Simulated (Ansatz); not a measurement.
Abridged output of a molecular run in Ansatz:

```
Functional definition: HF
1524 factors; integrals over basis functions are off by at most 8.6e-4 eV
mean field evaluation 1: about -9789.1239 eV, gradient 5.7e1 eV
mean field evaluation 2: about -9789.1759 eV, gradient 5.7e1 eV
mean field evaluation 4: about -9795.3878 eV, gradient 4.0e0 eV
mean field evaluation 8: about -9795.4508 eV, gradient 3.4e-1 eV
mean field evaluation 16: about -9795.4511 eV, gradient 1.1e-6 eV
mean field -9795.45109737 eV, -359.9761882331 hartree, gradient 1.1e-6 eV, S^2 0.000000; 0 other end points of the search recorded, 0 dependent functions left out
7 core orbitals not correlated: weight in the atoms' cores, before any rotation towards them, 1.000 or more for the frozen orbitals, at most 0.000 for the correlated occupied ones
reference -9795.45109737 eV, -359.9761882331 hartree; 17, 17 occupied and 203, 203 virtual orbitals, 1524 factors
second order -25.52939579 eV of doubles, -0.00000000 eV of singles
cycle   1  -25.18556551 eV  change    3.4e-1 eV  update   1.2e-1
cycle   2  -25.76099464 eV  change   -5.8e-1 eV  update   3.6e-2
cycle   3  -25.90689871 eV  change   -1.5e-1 eV  update   2.1e-2
cycle   4  -25.90138254 eV  change    5.5e-3 eV  update   6.6e-3
cycle   5  -25.89584958 eV  change    5.5e-3 eV  update   3.1e-3
cycle   6  -25.89683563 eV  change   -9.9e-4 eV  update   1.2e-3
cycle   7  -25.89658959 eV  change    2.5e-4 eV  update   4.0e-4
cycle   8  -25.89640712 eV  change    1.8e-4 eV  update   1.5e-4
cycle   9  -25.89646405 eV  change   -5.7e-5 eV  update   5.5e-5
cycle  10  -25.89649158 eV  change   -2.8e-5 eV  update   2.4e-5
perturbative correction -0.93975407 eV, -0.0345353249 hartree
Total energy: -9822.28734301 eV, -360.9624020702 hartree
```

Its atoms:

Cartesian coordinates in Å:
```
C 0.9313 1.6735 0.0202
In 0.0588 -0.2662 0.1006
N -1.6197 -0.9866 -0.7649
O 1.0893 -1.6969 1.0379
H 1.9766 1.6064 0.3189
H 0.8645 2.0776 -0.9898
H 0.4076 2.3453 0.7009
H -2.0169 -1.8434 -0.4097
H -2.3628 -0.3505 -1.0116
H 0.6712 -2.5593 0.9975
```

Problem. Which basis set was used?
A. def2-QZVPP
B. cc-pV(D+d)Z
C. def2-TZVPP
D. cc-pV(Q+d)Z

Solution. C. It gives 227 functions.

Problem. Write the keys of the input that set method, charge and spin (a neutral closed shell needs none for the last two).

Solution. 
```yaml
correlation: {method: ccsd_t}
```
